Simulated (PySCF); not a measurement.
A GIAO shielding run with PySCF 2.14 (density fitting, non-relativistic, gas phase) on `[SiH3]CO[SiH2]P`, CH9OPSi2:

```
$ OMP_NUM_THREADS=1 python probes_run.py task.json out

{"job": {"kind": "nmr", "xc": "mPW1PW91", "basis": "pcSseg-1", "pop": false}, "charge": 0, "multiplicity": 1}
Si    -2.514026     0.494736     0.221151
C     -1.210546    -0.510078    -0.735431
O      0.029410     0.165562    -0.771916
Si     1.276400    -0.064552     0.309602
P      3.062827     0.942895    -0.615420
H     -3.818885    -0.237470     0.213795
H     -2.064549     0.679713     1.634460
H     -2.689257     1.834082    -0.412908
H     -1.555776    -0.659229    -1.773298
H     -1.117420    -1.523859    -0.296652
H      1.009339     0.594639     1.626969
H      1.439645    -1.535561     0.549154
H      3.909510     0.535845     0.463969
H      3.404159    -0.182157    -1.426862
```

Hardware: 1 thread of an Arm Neoverse V1, shared host.

Problem. How large is the calculation?

Solution. 66 electrons, 151 basis functions and 857 auxiliary functions.

Problem. How long does it take, and how much memory does it need?

Solution. 15 s of wall time, with 12 SCF cycles and 4 response iterations; peak memory 0.83 GiB. Times on a shared host scatter by some tens of per cent.

Problem. And these other runs on the same molecule and hardware: GIAO shielding at B97-2/pcSseg-1; GIAO shielding at BHandHLYP/pcSseg-1; GIAO shielding at CAM-B3LYP/pcSseg-1; GIAO shielding at LC-wPBE/pcSseg-1; GIAO shielding at PBE0/6-31G; GIAO shielding at PBE0/STO-3G?

Solution. B97-2/pcSseg-1: 151 functions, 15 s; BHandHLYP/pcSseg-1: 151 functions, 14 s; CAM-B3LYP/pcSseg-1: 151 functions, 21 s; LC-wPBE/pcSseg-1: 151 functions, 27 s; PBE0/6-31G: 75 functions, 8.1 s; PBE0/STO-3G: 46 functions, 4.2 s.
